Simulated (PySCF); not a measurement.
A structure optimised at PBE-D3(BJ)/def2-SVP, used in a PySCF frequency run:

```xyz
11

C      0.5320     2.5952     0.3068
C      0.8499     1.4167     0.4672
Si     1.1367    -0.4031     0.6058
Si    -0.9294    -1.2082    -0.2196
O     -1.4245    -0.0722    -1.3627
H      0.2854     3.6426     0.1858
H      1.4432    -0.7571     2.0356
H      2.3139    -0.7708    -0.2560
H     -0.8251    -2.5347    -0.9138
H     -1.8927    -1.3454     0.9347
H     -1.1222     0.8297    -1.1360
```
Charge 0, spin multiplicity 1.

Problem. Write its SMILES and formula.

Solution. C#C[SiH2][SiH2]O, C2H6OSi2

Problem. What are its rotational constants (standard atomic weights)?

Solution. 4.1377, 2.1623, 1.5140 GHz
